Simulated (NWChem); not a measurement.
# CHBClF₃O; SMILES OB(Cl)C(F)(F)F

```xyz
8

B     -0.4750     0.6114     0.0016
C      0.1199    -0.8914     0.0006
F      0.8616    -1.1457    -1.0794
F     -0.8988    -1.7829     0.0012
F      0.8629    -1.1458     1.0797
Cl     0.6169     1.9697    -0.0038
O     -1.7952     0.7943     0.0066
H     -2.2801    -0.0426     0.0087
```
Atoms are numbered in this order, from 1.

All runs: NWChem. STO-3G and 3-21G are far too small for this property and stand as cheap habits. All runs use the structure optimised with PBE0/def2-SVP. GIAO values for the isolated, static molecule; σ is the absolute isotropic shielding, δ = σ(reference) − σ with the isolated reference molecule computed at the same levels (11B: boron trifluoride, 13C: tetramethylsilane, 19F: trichlorofluoromethane, 1H: tetramethylsilane, 17O: water).

```csv
level,δ B1 (ppm),δ C2 (ppm),δ F3 (rotor mean) (ppm),σ Cl6 (ppm),δ O7 (ppm),δ H8 (ppm)
KT2/pcSseg-1,21.0,126.2,-106.8,818.5,180.3,6.46
Hartree-Fock/STO-3G,26.8,90.5,-65.4,1087.1,90.6,6.23
PBE/pcSseg-1,…,…,…,…,…,…
```

Q: Some entries are withheld; supply them.

A: 
- PBE/pcSseg-1, δ B1 (ppm): 22.9
- PBE/pcSseg-1, δ C2 (ppm): 131.3
- PBE/pcSseg-1, δ F3 (rotor mean) (ppm): -100.0
- PBE/pcSseg-1, σ Cl6 (ppm): 797.6
- PBE/pcSseg-1, δ O7 (ppm): 191.1
- PBE/pcSseg-1, δ H8 (ppm): 6.62
